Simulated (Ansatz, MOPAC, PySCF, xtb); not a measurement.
Lewis adduct: BH3 (SMILES B) (first 4 atoms) with CHN (SMILES C#N); geometry from B3LYP-D3(BJ)/def2-TZVP, rigid monomers moved along the line of their centres of mass till B1···N6 is 2.16 Å.
(charge 0, multiplicity 1):
| atom | x (Å) | y (Å) | z (Å) |
|---|---|---|---|
| B | -0.0969 | 0.0482 | 0.7696 |
| H | 0.6659 | 0.9271 | 0.4507 |
| H | 0.2039 | -1.0311 | 0.3220 |
| H | -1.2557 | 0.3333 | 0.5912 |
| C | 0.2328 | -0.2446 | 4.0401 |
| N | 0.1188 | -0.1434 | 2.9095 |
| H | 0.3392 | -0.3391 | 5.0962 |

Monomers are frozen at their geometry in the pair; levels with a basis set take the counterpoise correction.

Correlated levels freeze the cores. Rows in 6-31G* carry no dispersion term and start afresh at each structure (6-31G* with six Cartesian d functions). MP2/6-31G* freezes PySCF's default core. The state that AM1, PM7 reach isn't checked; PM7 holds dispersion and hydrogen-bond terms.

The values were computed with Ansatz (Gaussian basis) for Hartree–Fock, density functionals and correlated methods; MOPAC for AM1, PM7 (differences of heats of formation); PySCF for 6-31G* rows, the dispersion terms; xtb for the GFN methods. Each number belongs to the level named beside it.

| level | interaction energy (meV) |
|---|---|
| AM1 | -352.6 |
| PM7 | -618.7 |
| GFN2-xTB | -337.8 |
| PBE-D4/def2-TZVPPD | -864.5 |
| r2SCAN-D4/def2-TZVPPD | ___ |
| B3LYP/6-31G* | -704.3 |
| B3LYP-D3(BJ)/def2-TZVPPD | ___ |
| MP2/6-31G* | -690.7 |
| CCSD(T)/aug-cc-pVDZ | -699.4 |

### Question
Some entries are withheld; supply them.

### Answer

- r2SCAN-D4/def2-TZVPPD, interaction energy (meV): -820.2
- B3LYP-D3(BJ)/def2-TZVPPD, interaction energy (meV): -765.5

Ansatz is a first-principles code.
